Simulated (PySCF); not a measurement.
Al(Cl)(OH)(SMe) (CH4AlClOS), SMILES C[S][Al]([OH])[Cl].

Geometry: B3LYP-D3(BJ)/def2-SVP. The structure was generated by enumeration; whether it is a known compound was not checked. Other conformers were not sampled.

Level of theory: B3LYP-D3(BJ)/def2-SVP in PySCF 2.14.0.

Frequencies are harmonic and unscaled.

Computed normal modes with their intensities:
```tsv
mode	ν (cm⁻¹)	IR (km/mol)	moving atoms (share of kinetic energy)
1	53	1.3	H 49 %, C 21 %, S 19 %
2	82	0.4	H 65 %, C 15 %
3	115	2.1	Cl 25 %, C 21 %, Al 17 %, O 15 %, S 12 %, H 11 %
4	182	14.9	O 34 %, C 23 %, H 16 %, Cl 13 %, S 12 %
5	219	19.5	Al 67 %, O 14 %
6	225	6.5	Cl 22 %, O 21 %, S 20 %, C 14 %, H 13 %, Al 10 %
7	314	143.7	H 87 %, O 11 %
8	429	6.3	S 38 %, Cl 27 %, O 19 %, Al 14 %
9	536	91.6	H 63 %, O 14 %, Al 11 %
10	623	278.2	Al 57 %, H 17 %, Cl 12 %
11	686	17.3	C 59 %, S 32 %, H 8 %
12	891	93.7	O 48 %, Al 44 %
13	966	4.9	H 85 %, C 14 %
14	989	7.1	H 83 %, C 15 %
15	1339	11.2	H 88 %, C 12 %
16	1460	5.4	H 96 %
17	1461	4.7	H 95 %
18	3055	23.5	H 98 %
19	3158	3.7	H 90 %, C 10 %
20	3172	0.2	H 90 %, C 10 %
21	3927	116.7	H 94 %
```
